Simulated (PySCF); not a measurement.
## Bond length, frequency and bond energy of GaC by level of theory

State: ⁴Σ⁻ (quartet), unpaired electrons σ ↑, π ↑↑. Set-up: PySCF, scalar-relativistic core potentials, basis sets Ga cc-pVDZ-PP with ECP10, C cc-pVDZ. De refers to Ga + C in their high-spin ground configurations, without counterpoise correction. The functionals are run spin-unrestricted. A positive dipole means Ga(−)C(+).

```
      Level  Re (Å)  ωe (cm⁻¹)  De (eV)  μ (D)
        UHF   2.043        535     2.16  -1.87
    UHF-MP2   2.032        541     2.85    n/a
UHF-SCS-MP2   2.035        539     2.58    n/a
   UHF-CCSD   2.031        536     2.71    n/a
UHF-CCSD(T)   2.030        534     2.80    n/a
        PBE   2.030        508     3.43  -1.97
     r²SCAN   2.011        533     3.33  -1.87
       PBE0   2.018        530     3.20  -2.05
       MN15   2.027        531     3.19  -1.96
  BHandHLYP   2.021        533     2.73  -2.17
     M06-2X   2.030        536     3.12  -2.27
  CAM-B3LYP   2.016        531     2.96  -2.09
```

The bond length runs from 2.011 Å (r²SCAN) to 2.043 Å (UHF). De spans 2.16 eV (UHF, mean field) to 3.43 eV (PBE, GGA). Correlation at CCSD(T) changes the Hartree–Fock bond energy by +0.64 eV; the triples alone change it by +0.09 eV.

Correlated steps freeze 5 core orbitals. Correlated levels converge slowly with the basis: in double zeta they bind strong bonds too weakly, by up to about 1 eV, and carry superposition errors of some tenths. Spin–orbit coupling is left out. The state is the lowest determinant that a PBE0 search found; another state may lie lower at other levels.
